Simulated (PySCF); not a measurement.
C5H7BO, SMILES C=C=C1OCB1C. Heavy atoms are numbered as in [CH2:1]=[C:2]=[C:3]1[O:4][CH2:5][B:6]1[CH3:7]. Hydrogens are named by the atom that carries them.

Geometry optimised at B3LYP-D3(BJ)/def2-SVP. This is a generated structure with no PubChem entry under its InChIKey; it may be hypothetical.

These are PBE/pcSseg-1 run with PySCF values and carry that method's errors.

GIAO shieldings, no solvent; atoms alike by connectivity are averaged. δ = σ(ref) − σ: ¹³C against TMS (σ = 182.0 ppm); ¹⁷O against H2O (σ = 334.3 ppm); ¹¹B against BF3 (σ = 83.9 ppm); ¹H against TMS (σ = 31.49 ppm), references at their B3LYP-D3(BJ)/def2-TZVP geometries, non-relativistic.

```tsv
nucleus	atoms	count	δ (ppm)
¹³C	C2	1	214.7
¹³C	C3	1	149.9
¹³C	C1 (CH2)	1	88.1
¹³C	C5 (CH2)	1	82.4
¹³C	C7 (CH3)	1	8.6
¹⁷O	O4	1	113.6
¹¹B	B6	1	71.5
¹H	H on C1	2	5.86
¹H	H on C5	2	4.77
¹H	H on C7	3	1.44
```
